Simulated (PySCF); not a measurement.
Be(tBu)(SH) (C4H10BeS), SMILES C[C](C)(C)[Be][SH]. Atoms are numbered in the order given.

```xyz
16

Be    -0.1494     0.6652     0.2268
C      0.2302    -0.8733    -0.3669
C     -0.2182    -1.9347     0.6608
C     -0.5020    -1.1252    -1.7008
C      1.7509    -1.0007    -0.5900
H      0.0176    -2.9544     0.2967
H     -1.3058    -1.9038     0.8457
H      0.2906    -1.8160     1.6330
H     -1.5980    -1.0628    -1.5918
H     -0.2045    -0.4047    -2.4818
H     -0.2707    -2.1368    -2.0893
H      2.1250    -0.2754    -1.3325
H      2.3221    -0.8466     0.3412
H      2.0082    -2.0108    -0.9661
S     -0.5809     2.4034     0.8973
H     -1.0572     1.8991     2.0629
```
Charge 0, spin multiplicity 1.

The structure is a stationary point at B3LYP-D3(BJ)/def2-SVP. One conformer was computed; it need not be the lowest.

Two levels are set side by side: PBE/pcSseg-1 (PySCF) and B3LYP/pcSseg-1 (PySCF). GIAO shifts against H2S (³³S), TMS (¹H), TMS (¹³C) at the same level; non-relativistic, no solvent, atoms listed together averaged. Differences are taken from unrounded values.

```csv
quantity,B3LYP
δ(¹³C) of C2 (ppm),22.4
"δ(¹³C) of C3, C4, C5 (ppm)",31.7
δ(³³S) of S15 (ppm),-24.1
δ(¹H) of H16 (ppm),0.54
```

What does PBE give, and how far is it from B3LYP? (An estimate is asked for; the answer gives what the named calculation found.)


```json
[
 {"quantity": "δ(¹³C) of C2 (ppm)", "PBE": "24.1", "PBE minus B3LYP": "1.8"},
 {"quantity": "δ(¹³C) of C3, C4, C5 (ppm)", "PBE": "31.8", "PBE minus B3LYP": "0.1"},
 {"quantity": "δ(³³S) of S15 (ppm)", "PBE": "-14.3", "PBE minus B3LYP": "9.8"},
 {"quantity": "δ(¹H) of H16 (ppm)", "PBE": "0.67", "PBE minus B3LYP": "0.13"}
]
```

Rough cost on one machine, each run with all the roots and properties that it gave: B3LYP against PBE within a factor of 2.
